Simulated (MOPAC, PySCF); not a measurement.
C7H13BS, SMILES `B[C@@H]1C[C@@H]2CC[C@H]1[C@@H]2S`, neutral singlet in the gas phase. 

Cartesian coordinates (Å):
```xyz
22

B      2.4842    -0.4140     0.6038
C      1.2353    -0.0069    -0.2073
C      0.4992     1.3371     0.0403
C     -0.9799     0.9329    -0.0282
C     -1.3175     0.1014     1.2201
C     -0.5872    -1.2438     0.9577
C      0.0869    -1.0145    -0.4034
C     -0.9872    -0.1662    -1.1032
S     -0.4984     0.3206    -2.7855
H      3.2140     0.4284     1.0793
H      2.8154    -1.5780     0.6799
H      1.7871     0.0761    -1.1821
H      0.7403     2.0716    -0.7413
H      0.7458     1.7906     1.0121
H     -1.6675     1.7731    -0.2049
H     -0.9807     0.6008     2.1410
H     -2.4044    -0.0462     1.3127
H      0.1492    -1.4971     1.7355
H     -1.2996    -2.0813     0.9052
H      0.3852    -1.9390    -0.9175
H     -1.9540    -0.6914    -1.1534
H     -1.4662     1.2457    -2.9610
```
Charge 0, spin multiplicity 1.

All levels are single points at this geometry (PBE0-D3(BJ)/def2-SVP); Pople sets use spherical d functions. Orbital energies aren't observables, and empty levels follow the basis.

```json
[
 {"level": "PBE0-D3(BJ)/def2-TZVP in PySCF", "HOMO (eV)": "-6.78", "LUMO (eV)": "-1.21", "gap (eV)": "5.58", "dipole (D)": "1.75", "vertical IE, Delta-SCF (eV)": "8.82"},
 {"level": "ωB97X-D3(BJ)/def2-TZVP in PySCF", "HOMO (eV)": "-9.22", "LUMO (eV)": "0.92", "gap (eV)": "10.15", "dipole (D)": "1.73", "vertical IE, Delta-SCF (eV)": "9.05"},
 {"level": "B3LYP/6-31G* in PySCF", "HOMO (eV)": "-6.39", "LUMO (eV)": "-1.01", "gap (eV)": "5.39", "dipole (D)": "1.80", "vertical IE, Delta-SCF (eV)": "8.77"},
 {"level": "B3LYP/LANL2DZ in PySCF", "HOMO (eV)": "-6.44", "LUMO (eV)": "-1.27", "gap (eV)": "5.17", "dipole (D)": "1.99", "vertical IE, Delta-SCF (eV)": "–"},
 {"level": "AM1 in MOPAC", "HOMO (eV)": "-8.89", "LUMO (eV)": "0.89", "gap (eV)": "9.78", "dipole (D)": "1.77", "vertical IE, Delta-SCF (eV)": "–"},
 {"level": "PM3 in MOPAC", "HOMO (eV)": "-9.25", "LUMO (eV)": "0.36", "gap (eV)": "9.62", "dipole (D)": "1.84", "vertical IE, Delta-SCF (eV)": "–"}
]
```
